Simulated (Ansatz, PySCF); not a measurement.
Process, species as SMILES: Cl[Si]Cl -> Cl[Si]Cl as doublet, charge -1 (an electron is taken up)
Geometries: B3LYP-D3(BJ)/def2-TZVP minima from Ansatz (a quantum-chemistry and plane-wave program). Unstable Hartree-Fock reference: Cl[Si]Cl. A spin state is the lowest found, not a proven ground state.

Wanted: adiabatic electron affinity (electronic energy difference), positive where the reaction releases energy, in eV. Valence correlation only, unless marked. Open shells are spin-unrestricted. Spin-orbit coupling is left out. Non-relativistic. Anions need diffuse functions: aug- sets have them; def2-D sets add few; the other sets have none. CBS marks a two-point X^-3 extrapolation of the correlation energy; Hartree-Fock from the larger set. [CCSD(T)-MP2]/basis is that difference in the basis named.

```json
[
 {"level": "HF/6-31G", "program": "Ansatz", "adiabatic electron affinity (eV)": "2.02", "minus last row": "0.84"},
 {"level": "HF/aug-cc-pV(Q+d)Z", "program": "Ansatz", "adiabatic electron affinity (eV)": "0.91", "minus last row": "-0.27"},
 {"level": "PBE-D4/def2-TZVPD", "program": "Ansatz + dftd4", "adiabatic electron affinity (eV)": "1.23", "minus last row": "0.05"},
 {"level": "BLYP-D4/def2-TZVPD", "program": "Ansatz + dftd4", "adiabatic electron affinity (eV)": "1.12", "minus last row": "-0.06"},
 {"level": "TPSS-D3(BJ)/def2-TZVPD", "program": "PySCF + dftd3", "adiabatic electron affinity (eV)": "1.27", "minus last row": "0.09"},
 {"level": "B3LYP/def2-TZVPD", "program": "Ansatz", "adiabatic electron affinity (eV)": "1.28", "minus last row": "0.10"},
 {"level": "PBE0/def2-TZVP", "program": "Ansatz", "adiabatic electron affinity (eV)": "1.15", "minus last row": "-0.03"},
 {"level": "r2SCAN0/def2-TZVPD", "program": "Ansatz", "adiabatic electron affinity (eV)": "1.35", "minus last row": "0.17"},
 {"level": "PW6B95/def2-TZVPD", "program": "PySCF", "adiabatic electron affinity (eV)": "1.16", "minus last row": "-0.02"},
 {"level": "MN15-D3(BJ)/def2-TZVPD", "program": "PySCF + dftd3", "adiabatic electron affinity (eV)": "1.10", "minus last row": "-0.08"},
 {"level": "B2GP-PLYP/def2-TZVPD", "program": "Ansatz", "adiabatic electron affinity (eV)": "1.14", "minus last row": "-0.04"},
 {"level": "PBE-QIDH/def2-TZVPD", "program": "Ansatz", "adiabatic electron affinity (eV)": "1.23", "minus last row": "0.05"},
 {"level": "SCS-MP2/aug-cc-pV(T+d)Z", "program": "Ansatz", "adiabatic electron affinity (eV)": "1.04", "minus last row": "-0.14"},
 {"level": "SCS-MP2/cc-pwCVTZ", "program": "Ansatz", "adiabatic electron affinity (eV)": "0.84", "minus last row": "-0.34"},
 {"level": "CCSD/cc-pV(T+d)Z", "program": "Ansatz", "adiabatic electron affinity (eV)": "0.96", "minus last row": "-0.22"},
 {"level": "CCSD/cc-pV(Q+d)Z", "program": "Ansatz", "adiabatic electron affinity (eV)": "1.09", "minus last row": "-0.09"},
 {"level": "CCSD(T)/aug-cc-pV(T+d)Z", "program": "Ansatz", "adiabatic electron affinity (eV)": "1.17", "minus last row": "-0.01"},
 {"level": "CCSD(T)/cc-pVTZ", "program": "Ansatz", "adiabatic electron affinity (eV)": "0.98", "minus last row": "-0.20"},
 {"level": "CCSD(T)/cc-pwCVTZ", "program": "Ansatz", "adiabatic electron affinity (eV)": "0.94", "minus last row": "-0.24"},
 {"level": "CCSD(T)/cc-pV(Q+d)Z", "program": "Ansatz", "adiabatic electron affinity (eV)": "1.09", "minus last row": "-0.09"},
 {"level": "RI-MP2/CBS(aug-cc-pV(T+d)Z,aug-cc-pV(Q+d)Z)+[CCSD(T)-MP2]/aug-cc-pV(T+d)Z", "program": "Ansatz", "adiabatic electron affinity (eV)": "1.18", "minus last row": "0.00"}
]
```
